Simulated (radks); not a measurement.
Spherical quantum dot in the effective-mass picture: electrons in a hard-walled sphere of radius 3.19, all in effective atomic units (hartree* = m*/eps^2 hartree, bohr* = eps/m* bohr), one dielectric constant everywhere. Method: non-relativistic Kohn-Sham, LDA (Slater exchange, Perdew-Wang correlation), spin-polarised, spherical densities; computed with a radial shooting solver with Libxc functionals. Levels are named by radial order and angular momentum (1s, 1p, 1d, 2s, ...), and open shells are averaged over m.

N = 6, configuration 1s2 1p(up 3, down 1). This is the lowest configuration that the search found. Occupied and some empty levels:

| level | occupation | eigenvalue (hartree*) | <r> (bohr*) |
|---|---|---|---|
| 1s up | 1 | 2.8884 | 1.830 |
| 1s down | 1 | 2.9544 | 1.826 |
| 1p up | 3 | 3.2665 | 2.021 |
| 1p down | 1 | 3.3346 | 2.022 |
| 1d up | 0 | 3.8206 | 2.150 |
| 1d down | 0 | 3.8883 | 2.152 |
| 2s up | 0 | 4.4045 | 1.515 |
| 2s down | 0 | 4.4516 | 1.514 |
| 1f up | 0 | 4.5259 | 2.246 |
| 1f down | 0 | 4.5920 | 2.249 |

Energy (hartree*): total 11.3475, kinetic 5.2074, external 0, Hartree 8.2908, exchange-correlation -2.1507.

Electron density:

| r (bohr*) | n(r) (e/bohr*^3) |
|---|---|
| 0.161 | 0.04081 |
| 0.320 | 0.04400 |
| 0.479 | 0.04916 |
| 0.638 | 0.05601 |
| 0.798 | 0.06414 |
| 0.957 | 0.07298 |
| 1.12 | 0.08182 |
| 1.27 | 0.08976 |
| 1.44 | 0.09584 |
| 1.59 | 0.09896 |
| 1.75 | 0.09826 |
| 1.91 | 0.09310 |
| 2.07 | 0.08345 |
| 2.23 | 0.06989 |
| 2.39 | 0.05375 |
| 2.55 | 0.03683 |
| 2.71 | 0.02151 |
| 2.87 | 0.009615 |
| 3.03 | 0.002341 |
| 3.19 | 4.749e-06 |
